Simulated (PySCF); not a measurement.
C₃H₇O, multiplicity 2. Atoms are numbered in the order given.

```xyz
11

C      0.0727    -0.6326    -1.2916
C     -0.2712     0.1386     0.0000
C      0.0727    -0.6326     1.2916
O      0.1413     1.4269     0.0000
H      1.1682    -0.8010    -1.3386
H     -0.4305    -1.6195    -1.3253
H     -0.2239    -0.0419    -2.1794
H     -1.4027     0.2688     0.0000
H      1.1682    -0.8010     1.3386
H     -0.4305    -1.6195     1.3253
H     -0.2239    -0.0419     2.1794
```
Charge 0, spin multiplicity 2.

Geometry: PBE-D3(BJ)/def2-SVP. The isomer is the one that the SMILES or the coordinates give; other isomers of the formula were not compared.

Computed with PySCF with CAM-B3LYP/def2-TZVP.

ESP charges are fitted to the potential on shells at 1.4 to 2.0 van der Waals radii. Atomic charges (e):

| atom | meta-Löwdin | ESP fit | Mulliken spin |
|---|---|---|---|
| C1 | -0.34 | -0.63 | 0.02 |
| C2 | 0.16 | 0.82 | -0.06 |
| C3 | -0.34 | -0.63 | 0.02 |
| O4 | -0.30 | -0.43 | 0.87 |
| H5 | 0.11 | 0.17 | 0.01 |
| H6 | 0.11 | 0.13 | 0.00 |
| H7 | 0.12 | 0.14 | 0.00 |
| H8 | 0.14 | -0.01 | 0.14 |
| H9 | 0.11 | 0.17 | 0.01 |
| H10 | 0.11 | 0.13 | 0.00 |
| H11 | 0.12 | 0.14 | 0.00 |

### Question
Give the Mayer and Wiberg (Löwdin basis) orders of the bonds. (Estimate from the structure and the level; the computed values follow.)

### Answer

| bond | Mayer | Wiberg |
|---|---|---|
| C1–C2 | 0.95 | 1.23 |
| C2–C3 | 0.95 | 1.23 |
| C2–O4 | 1.22 | 1.88 |
| C1–H5 | 0.97 | 0.90 |
| C1–H6 | 0.96 | 0.91 |
| C1–H7 | 0.97 | 0.91 |
| C2–H8 | 0.89 | 0.75 |
| C3–H9 | 0.97 | 0.90 |
| C3–H10 | 0.96 | 0.91 |
| C3–H11 | 0.97 | 0.91 |
